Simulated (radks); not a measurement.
Results of a calculation; reference values are marked as such.
Ionisation of Yb, [Xe] 4f14 6s2, to Yb+, [Xe] 4f14 6s1, under several functionals. Scalar-relativistic Kohn-Sham, spin-polarised, spherical densities, point nucleus; open shells are filled with parallel spins first (spin-orbit coupling, left out, can overturn this in heavy ions); a radial shooting solver on a logarithmic mesh with Libxc functionals.

functional,E(Yb) (hartree),Exc (hartree),IE (eV),-e(HOMO) (eV),<r> HOMO (bohr),IE error (eV)
"LDA (Slater exchange, Perdew-Zunger correlation)",-14051.1788,-284.1495,6.575,3.244,0.7912,+0.321
exchange-only PBE,-14055.6991,-288.5981,5.731,1.994,0.7955,-0.524
exchange-only LDA,-14044.0272,-276.9009,5.484,1.929,0.7957,-0.770
revPBE,-14060.1329,-293.1064,6.240,2.989,0.7912,-0.014
XLYP,-14061.5603,-294.5127,6.424,2.820,0.7928,+0.170
B86b exchange with PBE correlation,-14060.9374,-293.9096,6.345,3.028,0.7915,+0.091

NIST Atomic Spectra Database: 6.254 eV (measured). Closest: revPBE. The Delta-SCF values span 1.09 eV, the total energies 17.53 hartree. The highest occupied level is 4f.
